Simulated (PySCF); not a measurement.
Predicted microwave data (PBE0/pcSseg-1 in PySCF (dipole) on a GFN2-xTB geometry, gas phase) for one isomer of C6H13O2PSi:

```
Rotational constants : A = 1634, B = 635.9, C = 500.6 MHz
Dipole components    : |μa| = 0.80 D, |μb| = 1.39 D, |μc| = 2.15 D
Inertial defect      : -94.59 u·Å²
κ                    : -0.76
```

Question: Which candidate fits, each taken in the one conformer that was computed?
A. `[CH3:1][C:2](=[O:3])[CH2:4][P:5]([CH2:6][SiH3:7])[C:8]([CH3:9])=[O:10]` with C1–C2–C4–P5 172°, C2–C4–P5–C6 167°, C4–P5–C6–Si7 -169°, C4–P5–C8–C9 -144°
B. `[CH2:1]=[C:2]([O:3][CH2:4][CH3:5])[Si@:6]1([PH2:7])[CH2:8][CH2:9][O:10]1` with C1–C2–O3–C4 4°, C2–O3–C4–C5 175°, C1–C2–Si6–P7 -174°, C2–Si6–P7–H -73° and -166°

Answer: B. It is C=C(OCC)[Si@]1(P)CCO1, an asymmetric top, point group C1. The candidates at the same level (rigid rotor, commonest isotopes):

| SMILES | A (MHz) | B (MHz) | C (MHz) | μa (D) | μb (D) | μc (D) | Δ (u·Å²) | point group | rotor |
| --- | --- | --- | --- | --- | --- | --- | --- | --- | --- |
| CC(=O)CP(C[SiH3])C(C)=O | 1731 | 589.0 | 510.0 | 0.77 | 2.11 | 0.37 | -158.94 | C1 | asymmetric top |
| C=C(OCC)[Si@]1(P)CCO1 | 1634 | 635.9 | 500.6 | 0.80 | 1.39 | 2.15 | -94.59 | C1 | asymmetric top |

`CC(=O)CP(C[SiH3])C(C)=O` has B 7 % too low. No structure here is proved a minimum.
